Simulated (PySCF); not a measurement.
BH₃, SMILES B.

Coordinates come from a PBE0-D3(BJ)/def2-TZVPD optimisation. The isomer is the one that the SMILES or the coordinates give; other isomers of the formula were not compared.

Calculation: PySCF with CAM-B3LYP/def2-TZVPD.

Symmetry labels are those of the subgroup C2v that the program uses (full group D3h).

**Question.** List the valence orbital energies around the gap with their symmetry. (An estimate is asked for; the answer gives what the named calculation found.)

**Answer.** 
| orbital | symmetry | energy (eV) |
|---|---|---|
| HOMO−3 | A1 | -186.08 |
| HOMO−2 | A1 | -16.09 |
| HOMO−1 | A1 | -11.44 |
| HOMO | B1 | -11.44 |
| LUMO | B2 | -0.88 |
| LUMO+1 | A1 | 0.76 |
| LUMO+2 | B1 | 2.91 |
| LUMO+3 | A1 | 2.91 |
